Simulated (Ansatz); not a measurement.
P2PdHBrF6⁺, that is trans-PdH(PF3)2Br with one electron fewer. The state is a doublet with charge 1. Geometry PBE0-D4/def2-SVP, that of the neutral singlet.

Cartesian coordinates in Å:
```
Pd -0.013 -0.011 0.051
H -0.388 -0.368 1.521
P -2.045 -0.668 -0.581
F -2.128 -1.848 -1.612
F -2.954 0.394 -1.293
F -3.080 -1.201 0.480
Br 0.585 0.558 -2.294
P 1.998 0.624 0.765
F 3.240 -0.126 0.167
F 2.372 0.533 2.292
F 2.414 2.114 0.503
```

In the def2 sets Pd takes a core potential; there is no spin–orbit coupling.

Estimate the α-spin orbital energies around the gap (eV) in Ansatz with PBE-D4/def2-TZVP, r2SCAN-D4/def2-TZVP.


| orbital | PBE-D4/def2-TZVP | r2SCAN-D4/def2-TZVP |
| --- | --- | --- |
| HOMO−5 | -14.14 | -14.44 |
| HOMO−4 | -13.98 | -14.36 |
| HOMO−3 | -13.60 | -13.96 |
| HOMO−2 | -13.38 | -13.80 |
| HOMO−1 | -12.71 | -13.08 |
| HOMO | -12.67 | -12.96 |
| LUMO | -8.39 | -8.29 |
| LUMO+1 | -7.78 | -7.64 |
| LUMO+2 | -6.36 | -6.09 |
| LUMO+3 | -5.66 | -5.37 |
| LUMO+4 | -5.55 | -5.25 |
| LUMO+5 | -4.22 | -3.72 |
| β HOMO | -12.44 | -12.82 |
| β LUMO | -12.32 | -12.26 |
